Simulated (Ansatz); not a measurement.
`CCCCCCCCP(=O)(O)O` with charge +1, relaxed as a doublet with UKS PBE-D4/def2-SVP in Ansatz, starting from the PBE-D4/def2-SVP geometry of the neutral singlet. Force threshold 0.03 eV/Å.

The gap within one spin of the relaxed charge 1 doublet nearly closes, so an electron or hole may be smeared out by delocalisation error. The relaxation made no stability test and no search for a lower SCF solution.

Start:

Cartesian coordinates in Å:
```
C -0.822 0.970 -3.961
C -0.117 -0.381 -3.818
C -0.563 -1.208 -2.603
C -0.244 -0.581 -1.241
C -0.634 -1.474 -0.059
C -0.417 -0.848 1.324
C 1.053 -0.553 1.648
C 1.321 -0.084 3.085
P 0.665 1.536 3.574
O 1.183 2.168 4.835
O 0.939 2.429 2.215
O -0.967 1.293 3.601
H -0.612 1.643 -3.105
H -1.924 0.844 -4.018
H -0.500 1.500 -4.880
H 0.983 -0.222 -3.764
H -0.288 -0.980 -4.738
H -0.083 -2.211 -2.654
H -1.659 -1.398 -2.669
H 0.844 -0.347 -1.200
H -0.764 0.398 -1.138
H -1.707 -1.750 -0.160
H -0.072 -2.435 -0.125
H -1.013 0.086 1.406
H -0.826 -1.529 2.102
H 1.454 0.210 0.950
H 1.653 -1.475 1.478
H 2.412 0.007 3.273
H 0.930 -0.807 3.834
H 1.106 3.354 2.486
H -1.332 1.843 4.323
```

```csv
step,energy (eV),largest force component (eV/Å),SCF passes
1,-23993.7019,2.404,78
2,-23993.8724,1.236,42
3,-23993.9121,0.480,37
4 (rejected),-23993.8940,0.382,41
5,-23993.9377,0.139,41
6,-23993.9413,0.132,33
7,-23993.9448,0.101,35
8,-23993.9457,0.035,34
9,-23993.9461,0.025,33
```

Force components are those of the run's own axes.

End:

```xyz
31

C    -0.888    0.907   -4.033
C    -0.145   -0.390   -3.808
C    -0.587   -1.256   -2.614
C    -0.175   -0.568   -1.273
C    -0.576   -1.468   -0.104
C    -0.401   -0.742    1.268
C     1.045   -0.441    1.629
C     1.284   -0.115    3.124
P     0.652    1.501    3.651
O     1.262    1.946    4.985
O     0.987    2.487    2.403
O    -0.962    1.325    3.676
H    -0.639    1.668   -3.257
H    -1.988    0.766   -4.041
H    -0.591    1.380   -4.995
H     0.955   -0.231   -3.796
H    -0.335   -1.075   -4.682
H    -0.112   -2.258   -2.653
H    -1.686   -1.411   -2.641
H     0.917   -0.372   -1.272
H    -0.685    0.418   -1.219
H    -1.641   -1.765   -0.189
H     0.021   -2.405   -0.109
H    -1.017    0.181    1.274
H    -0.847   -1.429    2.022
H     1.463    0.375    1.005
H     1.675   -1.341    1.439
H     2.370   -0.093    3.349
H     0.818   -0.855    3.809
H     1.228    3.394    2.689
H    -1.402    1.868    4.364
```

By distances, no bond broke or formed. The bond that changes most is P9–O10, from 1.50 to 1.53 Å (atoms count from 1).

No frequencies were taken in this run, so the end may be a saddle point.

Run time 80 s (4 threads of Arm Neoverse V2 on a shared host), peak host memory 0.56 GiB.
